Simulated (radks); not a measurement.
Fractional charge and spin in the 4d shell of technetium: the spin-up occupation runs from 2 to 3 and the spin-down occupation from 2 to 3; the fullest corner is Tc, [Kr] 5s(up 0.5, down 0.5) 4d(up 3, down 3). Method: scalar-relativistic Kohn-Sham, SCAN, spin-polarised, spherical densities, finite nucleus; meta-GGA in the generalised Kohn-Sham scheme; Fermi nuclear charge, rms radius of each element as measured or else 0.836 A^(1/3) + 0.57 fm; computed with a radial shooting solver on a logarithmic mesh with Libxc functionals. Energy (eV) minus the two flat planes that join the four corners (they meet along the diagonal where the two added fractions sum to one electron); zero is where a piecewise linear energy would lie.

down \ up,2,2.5,3
2,0.000,-1.406,0.000
2.5,-1.406,0.193,-1.153
3,0.000,-1.153,0.000

Corners above the fullest one (they belong to Tc+ and the next ion): (up 3, down 2) 8.906 eV, (up 2, down 3) 8.906 eV, (up 2, down 2) 28.923 eV. With half an added electron in each spin the energy lies 0.193 eV from the planes, and with half an added electron in spin up alone -1.406 eV. The planes are only a guide here: the flat-plane condition holds for ground states with one frontier orbital, while this shell lies below other occupied shells, so the corners above the fullest one are inner-hole states and not the ground states of those ions.
